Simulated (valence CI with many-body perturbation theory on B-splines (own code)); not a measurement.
## Missing levels of Eu24+

Level of theory: configuration interaction combined with many-body perturbation theory (CI+MBPT): three valence electrons over a frozen Dirac-Fock core [Kr], radial functions for each j: 9 s, 9 p, 10 d, 8 f, 5 g, 3 h, 1 i, with the one-electron correlation potential Σ1, the two-electron term Σ2, the three-electron term Σ3, Breit, model QED; selected CI, second order for the rest (own B-spline code, finite nucleus).

No measured levels were compared; by estimate terms of the open shell hold to 2 to 4 % of their energy, and close levels can change places. Only levels of the ground parity were solved; by the run's estimate the other parity begins above the list, which can be wrong where configurations are misplaced.

```
                    Level  E (cm⁻¹)
          (4d3/2^3) J=3/2       0.0
(4d3/2^2 4d5/2) J=5/2 [a]     40170
    (4d3/2^2 4d5/2) J=3/2         ?
    (4d3/2^2 4d5/2) J=7/2         ?
    (4d3/2^2 4d5/2) J=9/2         ?
    (4d3/2^2 4d5/2) J=1/2     68098
(4d3/2^2 4d5/2) J=5/2 [b]    103770
(4d3/2 4d5/2^2) J=7/2 [a]         ?
    (4d3/2 4d5/2^2) J=9/2    111440
(4d3/2 4d5/2^2) J=3/2 [a]    123380
    (4d3/2 4d5/2^2) J=1/2    129320
   (4d3/2 4d5/2^2) J=11/2         ?
(4d3/2 4d5/2^2) J=5/2 [a]    142210
(4d3/2 4d5/2^2) J=5/2 [b]    149460
(4d3/2 4d5/2^2) J=7/2 [b]         ?
          (4d5/2^3) J=9/2    172570
          (4d5/2^3) J=3/2    180530
(4d3/2 4d5/2^2) J=3/2 [b]    218610
          (4d5/2^3) J=5/2    233330
```

Levels are named by their leading jj configuration (3d3/2^4 stands for four electrons in 3d with j = 3/2), which in mixed levels can hold well under half, so a name can repeat and another be missing. Letters in brackets count levels of one name in rising energy.

Problem. The levels stand in rising order. What does the calculation give for the missing energies?

Solution. (4d3/2^2 4d5/2) J=3/2 58332; (4d3/2^2 4d5/2) J=7/2 59695; (4d3/2^2 4d5/2) J=9/2 65480; (4d3/2 4d5/2^2) J=7/2 [a] 105040; (4d3/2 4d5/2^2) J=11/2 134840; (4d3/2 4d5/2^2) J=7/2 [b] 156550.
